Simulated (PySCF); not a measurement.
PySCF input (BP86/6-31G* (5d)):

```python
from pyscf import gto, dft

mol = gto.M(
    atom='''
    O    -0.58232700    1.36116200    0.80317200
    B    -0.44115700    0.16052100    0.17615200
    O    -1.57986600   -0.57983400    0.05749200
    P     1.24612800   -0.53805000   -0.53959400
    H     0.23303100    1.86272500    0.87395700
    H    -1.46530700   -1.42385000   -0.38663500
    H     2.04368100    0.57864300   -0.15948400
    ''',
    basis='6-31g*',
    charge=0,
    spin=1,
    verbose=4,
)

mf = dft.UKS(mol, xc='bp86')
mf.grids.level = 3
mf.conv_tol = 1e-9
mf.max_cycle = 100
mf.max_memory = 1500
mf.kernel()
if not mf.converged:
    mf = mf.newton()
    mf.kernel(mf.make_rdm1())
mo, _, stable, _ = mf.stability(return_status=True)
if not stable:
    mf.kernel(mf.make_rdm1(mo, mf.mo_occ))
    stable = mf.stability(return_status=True)[2]
mf.dip_moment()
```

Output:

```
PySCF version 2.14.0

[INPUT] verbose = 4
[INPUT] num. atoms = 7
[INPUT] num. electrons = 39
[INPUT] charge = 0
[INPUT] spin (= nelec alpha-beta = 2S) = 1
[INPUT] symmetry False subgroup None
[INPUT] Mole.unit = angstrom
[INPUT] Symbol           X                Y                Z      unit          X                Y                Z       unit  Magmom
[INPUT]  1 O     -0.582327000000   1.361162000000   0.803172000000 AA   -1.100438544940   2.572223391165   1.517775110919 Bohr   0.0
[INPUT]  2 B     -0.441157000000   0.160521000000   0.176152000000 AA   -0.833665907935   0.303340727241   0.332879036294 Bohr   0.0
[INPUT]  3 O     -1.579866000000  -0.579834000000   0.057492000000 AA   -2.985514053512  -1.095727457711   0.108644134353 Bohr   0.0
[INPUT]  4 P      1.246128000000  -0.538050000000  -0.539594000000 AA    2.354840636152  -1.016767141322  -1.019684878459 Bohr   0.0
[INPUT]  5 H      0.233031000000   1.862725000000   0.873957000000 AA    0.440364768534   3.520040095380   1.651539374647 Bohr   0.0
[INPUT]  6 H     -1.465307000000  -1.423850000000  -0.386635000000 AA   -2.769028918408  -2.690686542462  -0.730634260171 Bohr   0.0
[INPUT]  7 H      2.043681000000   0.578643000000  -0.159484000000 AA    3.861997375977   1.093476793897  -0.301381081250 Bohr   0.0

nuclear repulsion = 138.754393038953
number of shells = 32
number of NR pGTOs = 144
number of NR cGTOs = 66
basis = 6-31g*
ecp = {}

******** <class 'pyscf.dft.uks.UKS'> ********
method = UKS
initial guess = minao
damping factor = 0
level_shift factor = 0
DIIS = <class 'pyscf.scf.diis.CDIIS'>
diis_start_cycle = 1
diis_space = 8
diis_damp = 0
SCF conv_tol = 1e-09
SCF conv_tol_grad = None
SCF max_cycles = 100
direct_scf = True
direct_scf_tol = 1e-13
number electrons alpha = 20  beta = 19
XC library pyscf.dft.libxc version 7.1.2
    S. Lehtola, C. Steigemann, M. J. T. Oliveira, and M. A. L. Marques,  SoftwareX 7, 1–5 (2018)
XC functionals = bp86
    A. D. Becke,  Phys. Rev. A 38, 3098 (1988)
    J. P. Perdew,  Phys. Rev. B 33, 8822 (1986)
    J. P. Perdew,  Phys. Rev. B 34, 7406–7406 (1986)
radial grids:
    Treutler-Ahlrichs [JCP 102, 346 (1995); DOI:10.1063/1.469408] (M4) radial grids

becke partition: Becke, JCP 88, 2547 (1988); DOI:10.1063/1.454033
pruning grids: <function nwchem_prune>
grids dens level: 3
symmetrized grids: False
atomic radii adjust function: <function treutler_atomic_radii_adjust>
small_rho_cutoff = 0
Set gradient conv threshold to 3.16228e-05
tot grids = 90816
init E= -518.806683256382
  alpha nocc = 20  HOMO = -0.229354082033475  LUMO = -0.0506770171601736
  beta  nocc = 19  HOMO = -0.293213037132672  LUMO = -0.229354082033474

WARN: HOMO -0.229354082033475 >= LUMO -0.229354082033474

cycle= 1 E= -518.322063109793  delta_E= 0.485  |g|= 0.704  |ddm|= 1.85
  alpha nocc = 20  HOMO = -0.0710316644550781  LUMO = -0.00462603156044139
  beta  nocc = 19  HOMO = -0.115425604658527  LUMO = -0.0692109550153797
  HOMO = -0.0710316644551  LUMO = -0.0692109550154  gap/eV = 0.04954
cycle= 2 E= -516.899303055226  delta_E= 1.42  |g|= 1.78  |ddm|= 2.02
  alpha nocc = 20  HOMO = -0.156380841883907  LUMO = 0.00391082839472956
  beta  nocc = 19  HOMO = -0.182649071300525  LUMO = -0.119031096403042
  HOMO = -0.156380841884  LUMO = -0.119031096403  gap/eV = 1.01634
cycle= 3 E= -518.47827817542  delta_E= -1.58  |g|= 0.207  |ddm|= 1.83
  alpha nocc = 20  HOMO = -0.226543938488014  LUMO = -0.0106889788765931
  beta  nocc = 19  HOMO = -0.241843110547605  LUMO = -0.179118539005649
  HOMO = -0.226543938488  LUMO = -0.179118539006  gap/eV = 1.29051
cycle= 4 E= -518.511505110862  delta_E= -0.0332  |g|= 0.0665  |ddm|= 0.457
  alpha nocc = 20  HOMO = -0.220288481023715  LUMO = -0.00625805919206002
  beta  nocc = 19  HOMO = -0.232441320254299  LUMO = -0.166591043842117
  HOMO = -0.220288481024  LUMO = -0.166591043842  gap/eV = 1.46118
cycle= 5 E= -518.513939046996  delta_E= -0.00243  |g|= 0.0286  |ddm|= 0.136
  alpha nocc = 20  HOMO = -0.21958526995819  LUMO = -0.00484334227439609
  beta  nocc = 19  HOMO = -0.230014975726598  LUMO = -0.164025109709359
  HOMO = -0.219585269958  LUMO = -0.164025109709  gap/eV = 1.51187
cycle= 6 E= -518.514425957744  delta_E= -0.000487  |g|= 0.00693  |ddm|= 0.0447
  alpha nocc = 20  HOMO = -0.219960651058311  LUMO = -0.00487815195836827
  beta  nocc = 19  HOMO = -0.230471627105549  LUMO = -0.163765179010821
  HOMO = -0.219960651058  LUMO = -0.163765179011  gap/eV = 1.52916
cycle= 7 E= -518.514450520299  delta_E= -2.46e-05  |g|= 0.00374  |ddm|= 0.0131
  alpha nocc = 20  HOMO = -0.220044366588802  LUMO = -0.0049482667891283
  beta  nocc = 19  HOMO = -0.230430212129517  LUMO = -0.163687171592612
  HOMO = -0.220044366589  LUMO = -0.163687171593  gap/eV = 1.53356
cycle= 8 E= -518.514456261212  delta_E= -5.74e-06  |g|= 0.00148  |ddm|= 0.00399
  alpha nocc = 20  HOMO = -0.220075950931697  LUMO = -0.00496233863908735
  beta  nocc = 19  HOMO = -0.230440798389034  LUMO = -0.163609399981347
  HOMO = -0.220075950932  LUMO = -0.163609399981  gap/eV = 1.53653
cycle= 9 E= -518.514457074695  delta_E= -8.13e-07  |g|= 0.000577  |ddm|= 0.00219
  alpha nocc = 20  HOMO = -0.220108067624526  LUMO = -0.00497812521634255
  beta  nocc = 19  HOMO = -0.230458013534344  LUMO = -0.16360020339955
  HOMO = -0.220108067625  LUMO = -0.1636002034  gap/eV = 1.53766
cycle= 10 E= -518.514457313787  delta_E= -2.39e-07  |g|= 5.48e-05  |ddm|= 0.00101
  alpha nocc = 20  HOMO = -0.220100827989854  LUMO = -0.00496545923263403
  beta  nocc = 19  HOMO = -0.23044714954365  LUMO = -0.163588144800917
  HOMO = -0.22010082799  LUMO = -0.163588144801  gap/eV = 1.53779
cycle= 11 E= -518.514457316379  delta_E= -2.59e-09  |g|= 1.38e-05  |ddm|= 0.000113
  alpha nocc = 20  HOMO = -0.220101534221357  LUMO = -0.00496720090620828
  beta  nocc = 19  HOMO = -0.230448047609417  LUMO = -0.163590223015133
  HOMO = -0.220101534221  LUMO = -0.163590223015  gap/eV = 1.53775
cycle= 12 E= -518.514457316491  delta_E= -1.12e-10  |g|= 8.69e-06  |ddm|= 2.98e-05
  alpha nocc = 20  HOMO = -0.220102547972463  LUMO = -0.00496742832108055
  beta  nocc = 19  HOMO = -0.230448692647554  LUMO = -0.163591428719625
  HOMO = -0.220102547972  LUMO = -0.16359142872  gap/eV = 1.53775
Extra cycle  E= -518.514457316422  delta_E= 6.91e-11  |g|= 1.63e-05  |ddm|= 2.56e-05
converged SCF energy = -518.514457316422  <S^2> = 0.75300634  2S+1 = 2.0030041
uhf_internal: lowest eigs of H = [0.26620143 0.36080451 0.36327507]
<class 'pyscf.dft.uks.UKS'> wavefunction is stable in the internal stability analysis
Dipole moment(X, Y, Z, Debye):  1.08235,  0.22561, -0.12463
```

The geometry given is a B3LYP-D3(BJ)/def2-TZVP minimum.
